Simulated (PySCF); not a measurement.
# Computed properties of Ge(F)(SH)3 (FGeH₃S₃), SMILES [F][Ge]([SH])([SH])[SH]

FGeH₃S₃, SMILES [SH][Ge]([SH])([F])[SH]. Geometry optimised at B3LYP-D3(BJ)/def2-SVP. This is a generated structure with no PubChem entry under its InChIKey; it may be hypothetical. One conformer was computed; it need not be the lowest. All values are computed for the isolated molecule unless a solvent is named; none is compared with measurement here.

**Structure.** All 18 harmonic modes at B3LYP-D3(BJ)/def2-SVP (PySCF) are real, so it is a minimum. With heavy atoms numbered as in [F:1][Ge:2]([SH:3])([SH:4])[SH:5], the shortest bond between them is F1–Ge2 at 1.751 Å and the longest Ge2–S3 at 2.219 Å.

**Vibrations.** The strongest infrared lines (harmonic, unscaled, degenerate partners summed) lie at 687 cm⁻¹ (64 km/mol, F 73 %, Ge 16 %, H 11 %), 429 cm⁻¹ (63 km/mol, S 58 %, Ge 40 %), 429 cm⁻¹ (63 km/mol, S 58 %, Ge 40 %). The softest mode is at 72 cm⁻¹ and the zero-point energy is 19.1 kcal/mol.

**Electronic structure.** M06-2X/def2-TZVP (PySCF) places the frontier levels at -9.25 and -0.28 eV, a gap of 8.97 eV, and gives a dipole moment of 0.13 D and a mean polarisability of 84.9 bohr³. PBE/def2-TZVP (PySCF) at the same geometry gives -6.77 and -2.36 eV, so its gap is 4.56 eV narrower. An orbital gap is neither the optical nor the fundamental gap.

**Excitations.** TDA-ωB97X/def2-SVPD (PySCF) has S1 at 5.68 eV (218 nm, f = 0.018, weak); the most intense of the 10 singlets computed lies at 7.77 eV (f = 0.03). T1 (TDA) is at 5.20 eV, 0.48 eV under S1. TDA-PBE/def2-SVPD (PySCF) puts S1 at 4.51 eV. No vertical singlet excitation falls in the visible range (under 3.1 eV).

**NMR.** GIAO shifts at PBE0/pcSseg-1 (PySCF) (non-relativistic, atoms alike by connectivity averaged): ¹H at 2.2 ppm against TMS; ¹⁹F at -85.7 ppm against CFCl3.
